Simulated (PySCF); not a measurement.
N (nitrogen, neutral): B3LYP calculation

Configuration: [He] 2s2 2p3, high-spin 4S determinant. Computed with PySCF 2.14 in dyall-acv3z (15s9p4d2f, 76 functions), with scalar relativity by spin-free X2C-1e.

```json
{
  "Total energy": "-54.6370 hartree",
  "One-electron energy": "-73.9884 hartree",
  "Hartree (Coulomb) energy": "26.1481 hartree",
  "Exchange-correlation energy": "-6.7968 hartree",
  "⟨S²⟩": "3.7536",
  "⟨L²⟩": "0.000",
  "Sum of ⟨r⟩": "7.401 bohr",
  "Sum of ⟨r²⟩": "12.43 bohr²",
  "Langevin diamagnetic susceptibility": "-9.85 ×10⁻⁶ cm³/mol"
}
```

| shell | electrons | mean orbital energy (hartree) | rms radius, mean of both spins (bohr) |
| --- | --- | --- | --- |
| 1s α | 1 | -14.44604 | 0.267 |
| 1s β | 1 | -14.38720 | 0.267 |
| 2s α | 1 | -0.81428 | 1.48 |
| 2s β | 1 | -0.61914 | 1.48 |
| 2p α | 3 | -0.35910 | 1.63 |
